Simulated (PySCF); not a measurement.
## Antimony: a sound run and one with changed settings

Sound run: Sb [Kr] 4d10 5s2 5p3, Sb+ [Kr] 4d10 5s2 5p2. Computed with PySCF 2.14 in aug-cc-pVDZ-PP with ECP28MDF (5s4p3d, 32 functions), with a scalar-relativistic core potential. The sound run starts from symmetry-adapted Hartree-Fock orbitals and uses a fine grid where one is needed.

Changed run: initial guess minao, at most 3 SCF cycles. This setting is unsound on purpose.

```json
{"species": "Sb", "method": "UHF", "sound run (hartree)": "-239.27321", "changed run (hartree)": "-239.27246", "converged": "no"}
{"species": "Sb", "method": "r2SCAN", "sound run (hartree)": "-240.30486", "changed run (hartree)": "-240.30481", "converged": "no"}
{"species": "Sb", "method": "M06-L", "sound run (hartree)": "-240.35950", "changed run (hartree)": "-240.35936", "converged": "no"}
{"species": "Sb+", "method": "UHF", "sound run (hartree)": "-238.95724", "changed run (hartree)": "-238.95609", "converged": "no"}
{"species": "Sb+", "method": "r2SCAN", "sound run (hartree)": "-239.96751", "changed run (hartree)": "-239.96733", "converged": "no"}
{"species": "Sb+", "method": "M06-L", "sound run (hartree)": "-240.03938", "changed run (hartree)": "-240.03903", "converged": "no"}
```

The SCF was stopped early; the energies are upper bounds that still move, and correlated levels were skipped or rest on poor orbitals.
